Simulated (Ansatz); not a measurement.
One change: `C[SiH2]OC(C)=O` becomes `CC(=O)O[SiH2]F`.

Ansatz, PBE0-D4/def2-TZVP geometries, multiplicity 1. Each molecule was computed in one conformer, which needn't be the lowest.

```csv
property,`C[SiH2]OC(C)=O`
LUMO energy (PBE0/def2-TZVPP) / eV,0.15
HOMO energy (ωB97M-V/def2-TZVPP) / eV,-10.53
size of the dipole moment (B3LYP/def2-TZVPP) / D,2.43
HOMO–LUMO gap (B3LYP/def2-TZVPP) / eV,7.67
HOMO–LUMO gap (PBE/def2-TZVPP) / eV,5.38
size of the dipole moment (ωB97M-V/def2-TZVPP) / D,2.44
```

(1) What does the change do to each property? (Best estimate.)

Results:

(1) Ansatz gave: 
```
                                          property  `CC(=O)O[SiH2]F`  shift
                LUMO energy (PBE0/def2-TZVPP) / eV             -0.29  -0.44
             HOMO energy (ωB97M-V/def2-TZVPP) / eV            -10.99  -0.46
  size of the dipole moment (B3LYP/def2-TZVPP) / D              1.86  -0.57
             HOMO–LUMO gap (B3LYP/def2-TZVPP) / eV              7.72   0.05
               HOMO–LUMO gap (PBE/def2-TZVPP) / eV              5.43   0.05
size of the dipole moment (ωB97M-V/def2-TZVPP) / D              1.90  -0.54
```

Dipoles are sizes alone; their direction can turn.

B3LYP here is the variant with VWN-RPA as its local correlation; programs differ in this.
